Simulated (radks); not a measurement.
Results of a calculation; reference values are marked as such.
Mo, configuration [Kr] 4d5 5s1.

Code: a radial shooting solver on a logarithmic mesh with Libxc functionals. Model: Dirac Kohn-Sham, BLYP, spin-unpolarised, spherical densities, finite nucleus; open shells are shared between the two j in proportion to 2j + 1; Fermi nuclear charge, rms radius 4.4091 fm.

Energy parts (eV):
total: -110197.365
kinetic: 114268.440
electron-nucleus: -266231.043
Hartree: 45145.365
exchange-correlation: -3380.127

Orbitals (lengths in bohr, moments of r in powers of bohr):
orbital,occ.,eigenvalue (eV),<1/r>
1s1/2,2,-19816.22,43.55
2s1/2,2,-2798.118,9.912
2p1/2,2,-2574.482,9.890
2p3/2,4,-2467.856,9.417
3s1/2,2,-475.9328,3.390
3p1/2,2,-390.8420,3.289
3p3/2,4,-373.2884,3.175
3d3/2,4,-222.7557,2.986
3d5/2,6,-219.4321,2.957
4s1/2,2,-64.2107,1.238
4p1/2,2,-40.0457,1.113
4p3/2,4,-37.5416,1.079
5s1/2,1,-4.0517,0.3568
4d3/2,2,-3.7578,0.6969
4d5/2,3,-3.5541,0.6864

The highest occupied level is 4d5/2 at -3.554 eV. The density falls to 0.001 e/bohr^3 at r = 4.72 bohr. The electron density at the nucleus is 9.089e+04 e/bohr^3.
